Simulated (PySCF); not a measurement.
**Spinor energies of Sb²⁺ (antimony, charge +2)**

Start: [Kr] 4d10 5s2 5p1; 5p1/2 filled at m_j = +1/2. Calculated with PySCF 2.14 in x2c-TZVPall-2c (8s9p5d2f, 74 functions): generalised Hartree-Fock with the X2C-1e Hamiltonian and a Gaussian nucleus; one run each with spin-orbit coupling (SO) switched off, then screened by Boettger's factors.

```
spinor shell  electrons  ε, spin-free (eV)  ε, screened SO (eV)  weight of nominal j (screened SO)  rms radius, screened SO (bohr)
       1s1/2          2           -30662.9             -30659.7                              1.000                          0.0325
       2s1/2          2            -4777.0              -4775.9                              1.000                           0.133
       2p1/2          2            -4283.3              -4458.0                              1.000                           0.115
       2p3/2          4            -4283.3              -4203.7                              1.000                           0.120
       3s1/2          2            -992.23              -991.83                              1.000                           0.352
       3p1/2          2            -827.37              -860.50                              1.000                           0.345
       3p3/2          4            -827.37              -811.97                              1.000                           0.356
       3d3/2          4            -576.47              -582.09                              1.000                           0.329
       3d5/2          6            -576.47              -572.22                              1.000                           0.332
       4s1/2          2            -194.84              -194.61                              1.000                           0.843
       4p1/2          2            -141.88              -148.02                              1.000                           0.893
       4p3/2          4            -141.88              -138.80                              1.000                           0.923
       4d3/2          4            -62.529              -63.195                              1.000                            1.10
       4d5/2          6            -62.529              -61.760                              1.000                            1.11
       5s1/2          2            -32.932              -32.838                              0.997                            2.27
       5p1/2          1            -24.426              -24.982                              0.996                            2.66
```

```csv
quantity,spin-free,screened SO
E (hartree),-6476.25823,-6477.93912
M_J,1/2,1/2
⟨J²⟩,1.105,0.774
⟨L²⟩,2.034,2.049
⟨S²⟩,0.761,0.778
```

Each row is a mean over spinors that exchange with the open shell spreads, by up to 0.539 eV (4p1/2).

Breit and QED terms are absent; they matter most for the inner s and p1/2 levels.

Densities and radii are taken from the X2C orbitals without a picture-change correction, which distorts them close to the nucleus.

Without spin-orbit coupling the j labels of p, d and f shells carry no meaning; the spin-free column gives the mean over the occupied spinors of each nl shell, and its ⟨J²⟩ belongs to a mixture of degenerate components.
